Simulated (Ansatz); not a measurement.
`FC(F)(F)COB(Cl)Cl` + HBr → `ClB(Cl)Br` + `OCC(F)(F)F` at 600 K and 1 bar (ligand exchange at a B–O bond).

Calculated with Ansatz (gas phase, PBE0-D4/def2-TZVP geometries, no zero-point term in ΔE). CCSD(T)/CBS is the MP2 limit (def2-TZVPP, def2-QZVPP) plus CCSD(T) − MP2 in def2-TZVPP, frozen cores. For Br outer-core shells are correlated without core-valence functions, which leaves a few kJ/mol of doubt a bond. Scalar relativity is left out up to krypton. One conformer a species, not always the lowest.

| species | CCSD(T)/CBS energy (Eh) | H − E (kJ/mol) | S (J/(mol·K)) |
| --- | --- | --- | --- |
| `FC(F)(F)COB(Cl)Cl` | -1396.34406 | 221.7 | 526.4 |
| HBr | -2573.91920 | 33.5 | 219.1 |
| `ClB(Cl)Br` | -3517.78256 | 54.8 | 359.6 |
| `OCC(F)(F)F` | -452.45922 | 205.2 | 399.9 |

H − E and S are ideal-gas, rigid-rotor, harmonic terms from PBE0-D4/def2-TZVP, for one conformer and one mirror image of each species. 1 Eh = 2625.50 kJ/mol, R = 8.31446 J/(mol·K).

By hand: ΔE, ΔH, ΔS and ΔG.

ΔE = (-3517.78256) + (-452.45922) − (-1396.34406) − (-2573.91920) = 0.02148 Eh = 56.4 kJ/mol. Δ(H − E) = 54.8 + 205.2 − 221.7 − 33.5 = 4.8, so ΔH = 61.2 kJ/mol. ΔS = 359.6 + 399.9 − 526.4 − 219.1 = 14.0 J/(mol·K). ΔG = 61.2 − 600 × (14.0)/1000 = 52.8 kJ/mol.

By hand: the equilibrium constant, and the temperature at which ΔG would vanish if ΔH and ΔS stayed fixed.

log₁₀ K = −ΔG/(RT ln 10) = -4.6. ΔG = 0 at ΔH/ΔS = 4371 K, far beyond where these terms or the molecules hold.

The number of gas molecules stays the same, so ΔS is small and ΔH decides. A doubt of 5 kJ/mol in ΔE shifts log₁₀ K by 0.4 here. Other conformers and mirror images would add mixing entropy, several J/(mol·K) or more a flexible species. Modes under 60 cm⁻¹, often nearly free rotors, make the harmonic entropy too high. These are equilibria of isolated gas molecules and say nothing of rates. Largest T1 diagnostic: 0.012 (customary marks: 0.02 for closed shells, 0.045 for open ones).
